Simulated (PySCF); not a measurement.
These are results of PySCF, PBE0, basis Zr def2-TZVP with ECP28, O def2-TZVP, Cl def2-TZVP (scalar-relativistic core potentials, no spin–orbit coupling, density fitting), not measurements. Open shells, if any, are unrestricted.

Question: What shape and geometry does isolated doublet ZrOCl take (every ligand bound to Zr)?

Answer: Formally Zr is in oxidation state +3, d1, with 1 unpaired electron. The Mulliken spin on Zr is 1.08. The polar-tensor charge on Zr, 1.54, is far below the formal one. The lowest minimum found is a doublet of Cs symmetry with Zr–Cl 2.353 Å, Zr–O 1.722 Å; Cl–Zr–O 109.8°. Its harmonic wavenumbers are 179 (a'), 394 (a'), 991 (a') cm⁻¹ and its dipole moment is 5.07 D.

This need not be the most stable arrangement of these atoms. Open d and f shells are described by one determinant, and the ground state may have another occupation or spin.
